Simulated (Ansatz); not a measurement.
**A basis-limit estimate, worked out**

An elementary step of SiHClF$_{2}$, singlet (SiF₂ + HCl → SiHClF₂ ([F][SiH]([F])[Cl]); bonds formed: Si1–H4, Si1–Cl5; bonds broken: H4–Cl5). “Start” is the structure reached by relaxing down from the saddle towards the reactants; PBE0-D4/def2-TZVP structures. The saddle:

Si1  (0.316, -0.283, 0.493)
F2  (-1.016, -0.473, 1.326)
F3  (0.497, -1.634, -0.313)
H4  (0.667, 1.150, -0.199)
Cl5  (-0.465, 1.241, -1.308)
(Å)

Computed with Ansatz 0.2.0 (basis: def2-TZVPP and def2-QZVPP); correlated methods freeze the cores.

Energies in eV:

| quantity | saddle | start |
| --- | --- | --- |
| Hartree–Fock, triple zeta (X = 3) | -25797.89483 | -25799.35999 |
| Hartree–Fock, quadruple zeta (X = 4) | -25798.78004 | -25800.23657 |
| MP2 correlation, X = 3 | -22.48119 | -21.88754 |
| MP2 correlation, X = 4 | -24.62782 | -24.00177 |
| CCSD(T) correlation, X = 3 | -23.90061 | -23.39196 |

(1) Work out the barrier at the basis limit: extrapolate Hartree–Fock as E(X) = E∞ + A exp(−7.88 √X) and the MP2 correlation as E(X) = E∞ + B X^−2.97 (the exponents that Neese and Valeev fitted for def2-TZVPP and QZVPP), then add CCSD(T) − MP2 in triple zeta.

T1 diagnostic: at most 0.015. The restricted Hartree–Fock reference is unstable towards an unrestricted one at one or more of these structures.

## Answers

(1) Each step is linear, so take the differences first (saddle − start): Hartree–Fock 1.46516 (X = 3) and 1.45653 (X = 4); MP2 correlation -0.59365 and -0.62605; CCSD(T) correlation -0.50865.
Two points give E∞ = E(4) + w [E(4) − E(3)], with w = 1/(exp(7.88 (2 − √3)) − 1) = 0.1377 for Hartree–Fock and w = 1/((4/3)^2.97 − 1) = 0.7407 for the correlation.
Hartree–Fock: 1.45653 + 0.1377 × (-0.00863) = 1.4553 eV.
MP2 correlation: -0.62605 + 0.7407 × (-0.03240) = -0.6500 eV.
CCSD(T) − MP2: -0.50865 − (-0.59365) = 0.0850 eV.
Sum: 1.4553 + (-0.6500) + 0.0850 = 0.8903 eV, or 20.53 kcal/mol. Plain CCSD(T) in triple zeta gives 0.9565 eV, so the larger basis shifts the result by -0.0662 eV.

Losses and insertions of silylenes and their heavier kin drive the gas-phase chemistry of silicon and germanium vapour deposition.

Labels in which every atom is bracketed show which atoms are joined, not bond orders.

For scale, one of the runs: CCSD(T)/def2-TZVPP, 160 basis functions, launched by `ansatz run in.yaml --threads 2 --pin off --events-out ev --progress --plain --max-ram 4352MiB`. Time: 34 s of wall clock on 2 CPU threads of an Arm Neoverse V2; the host was shared. Peak host memory: 1.2 GiB.
